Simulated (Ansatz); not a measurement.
Method: frozen-core CCSD(T)/cc-pVTZ // CAM-B3LYP-D3(BJ)/def2-TZVP (Ansatz, an electronic-structure program).

Ansatz 0.2 input:
```yaml
crystal:
  periodic: [false, false, false]
  atoms:
    - { symbol: O, position_ang: [1.208558, -0.381287, -0.003344] }
    - { symbol: Ga, position_ang: [-0.549218, -0.071974, -0.0009] }
    - { symbol: H, position_ang: [1.765955, 0.400017, 0.00456] }
    - { symbol: H, position_ang: [-1.016932, 1.413709, 0.014018] }
    - { symbol: H, position_ang: [-1.408365, -1.360466, -0.014333] }
basis:
  gaussian: { orbitals: cc-pVTZ }
correlation:
  method: ccsd_t
```

Output:

```
Functional definition: HF
692 factors; integrals over basis functions are off by at most 1.4e-3 eV
mean field evaluation 1: about -54418.1425 eV, gradient 4.0e1 eV
mean field evaluation 2: about -54418.1792 eV, gradient 4.0e1 eV
mean field evaluation 4: about -54421.1224 eV, gradient 2.1e0 eV
mean field evaluation 8: about -54421.1446 eV, gradient 7.8e-2 eV
mean field evaluation 16: about -54421.0942 eV, gradient 3.1e-1 eV
mean field -54421.14467379 eV, -1999.9401787849 hartree, gradient 6.6e-6 eV, S^2 0.000000; 0 other end points of the search recorded, 0 dependent functions left out
10 core orbitals not correlated
reference -54421.14467379 eV, -1999.9401787849 hartree; 11, 11 occupied and 94, 94 virtual orbitals, 692 factors
second order -11.35793225 eV of doubles, -0.00000000 eV of singles
cycle   1  -11.23900179 eV  change    1.2e-1 eV  update   9.5e-2
cycle   2  -11.62700806 eV  change   -3.9e-1 eV  update   2.9e-2
cycle   3  -11.71186559 eV  change   -8.5e-2 eV  update   1.6e-2
cycle   4  -11.70259630 eV  change    9.3e-3 eV  update   4.5e-3
cycle   5  -11.70182355 eV  change    7.7e-4 eV  update   2.5e-3
cycle   6  -11.70288520 eV  change   -1.1e-3 eV  update   7.7e-4
cycle   7  -11.70246347 eV  change    4.2e-4 eV  update   2.9e-4
cycle   8  -11.70242690 eV  change    3.7e-5 eV  update   8.0e-5
cycle   9  -11.70246893 eV  change   -4.2e-5 eV  update   2.9e-5
cycle  10  -11.70246583 eV  change    3.1e-6 eV  update   9.9e-6
perturbative correction -0.46639488 eV, -0.0171396956 hartree
Total energy: -54433.31353449 eV, -2000.3873761674 hartree
```

Cost: very roughly 16 core-seconds.
